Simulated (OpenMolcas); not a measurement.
A calculation on Ga I.

- Program: OpenMolcas 26.06
- Method: RASSCF
- Basis: ANO-RCC-VQZP [7s6p4d2f1g]
- Scalar Hamiltonian: DKH2, point nucleus
- Active space: 3 electrons in 9 orbitals (RAS2 4s 4p; RAS3 4d, at most 2 electrons)
- State averaging: 2S+1 = 4 odd, 1 root (0 in the spin-orbit step); 2S+1 = 2 odd, 3 roots; 2S+1 = 4 even, 3 roots; 2S+1 = 2 even, 5 roots
- Spin-orbit coupling: state interaction with AMFI integrals over the reference wave functions, term energies averaged over their components

(1) Which level of the active space comes out lowest?

(2) How high does 4s 4p2 4P 1/2 lie?

(3) How high does 4s 4p2 2D 5/2 lie?

(4) How high does 4s 4p2 4P 5/2 lie?

Measured values: NIST Handbook of Basic Atomic Spectroscopic Data.

Results:

(1) 4s2 4p 2P* 1/2, with 100 % of that term; it is also the measured ground level.

(2) 32477 cm-1 above the lowest level.

(3) 46407 cm-1 above the lowest level.

(4) 33243 cm-1 above the lowest level.

Some high roots are left out of the spin-orbit mixing, which shifts the levels that they would mix with. Without dynamic correlation excited terms often stand tens of per cent too high (terms of higher spin than the ground term too low), and those without a measured partner can miss by more than the paired ones. Active for correlation alone: 4d; no level in the range computed is led by a configuration that fills it, so any true level of that kind is missing. Some terms mix strongly with configurations of 4d, whose occupation reaches 0.21 (4s 4p2 2D). Measured partners are found by configuration, term and J. A level has none where our copy of the source lacks it or the pairing is in doubt (some pairs that miss far off the trend of their configuration count as doubtful), and it then counts in no deviation. Levels of configurations outside the active space are missing.

* marks odd parity.
